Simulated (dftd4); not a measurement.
Se, charge -1, doublet; D4 for r2scan in dftd4 4.2.0.

Input for dftd4:
```
$ dftd4 mol.xyz --func r2scan --charge -1 --json dftd4.json --noedisp --property

# file mol.xyz
1

Se     0.00000000     0.00000000     0.00000000
```

It wrote (shortened):

```
                    ____  _____ _____     ____  _  _
      -------------|  _ \|  ___|_   _|---|  _ \| || |------------
     |             | | | | |_    | | ___ | | | | || |_           |
     |             | |_| |  _|   | ||___|| |_| |__   _|          |
     |             |____/|_|     |_|     |____/   |_|            |
     |             ===================================           |
     |            E. Caldeweyher, S. Ehlert & S. Grimme          |
     |          Mulliken Center for Theoretical Chemistry        |
     |                    University of Bonn                     |
      -----------------------------------------------------------

Rational (Becke-Johnson) damping: r2scan-D4-ATM
---------------------
  s6         1.0000
  s8         0.6019
  s9         1.0000
  a1         0.5156
  a2         5.7734
 alp        16.0000
--------------------

Atomic data, radii in Ångström:
------------------------------------------------------
   Z          R(cov)      r4/r2   hardness         EN
------------------------------------------------------
  34 Se       1.4667     2.5771     0.4027     2.5500
------------------------------------------------------

Atomic reference systems (in atomic units):
----------------------------------------------------------------------------
   Z        #      CN     q+Z       C6(AA)   #      CN     q+Z       C6(AA)
----------------------------------------------------------------------------
  34 Se     1  0.0000 34.0000     214.7618   2  0.9220 33.8767     229.3479
            3  1.8449 33.8246     233.4979
----------------------------------------------------------------------------

Atomic properties (in atomic units):
----------------------------------------------------------------------------
     #    Z              CN          q      C6(AA)        C8(AA)   alpha(0)
----------------------------------------------------------------------------
     1   34 Se       0.0000    -1.0000    248.2174    17661.2086    27.6545
----------------------------------------------------------------------------

Molecular properties (in atomic units):
----------------------------------------
 molecular C6                 248.2174
 molecular C8               17661.2086
----------------------------------------

Dispersion energy:       0.0000000000000E+00 Eh

[Info] JSON dump of results written to 'dftd4.json'
```
